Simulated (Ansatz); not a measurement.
HITe (SMILES [TeH]I) moved off its minimum; all values from Ansatz (an electronic-structure program), cores frozen in correlated methods. Elements past Kr take the def2 small-core potentials, without spin–orbit coupling.
(charge 0, multiplicity 1)
```xyz
3

Te     0.3440     0.8573     1.0019
H      0.6479     1.9901    -0.1533
I     -0.4864    -0.8605    -1.0137
```

Forces at wB97M-V/def2-TZVPP (eV/Å):

| atom | Fx | Fy | Fz |
|---|---|---|---|
| Te1 | -0.295 | -0.598 | -0.756 |
| H2 | 0.057 | 0.136 | 0.074 |
| I3 | 0.237 | 0.462 | 0.683 |

Problem. Give the forces (eV/Å), the total energy and the dipole at CCSD(T)/def2-TZVPPD.

Solution. 
```
atom      Fx      Fy      Fz
----  ------  ------  ------
Te1   -0.197  -0.462  -0.271
H2     0.100   0.292  -0.076
I3     0.097   0.170   0.346
```
Energy -564.5822 hartree, dipole 1.20 D.
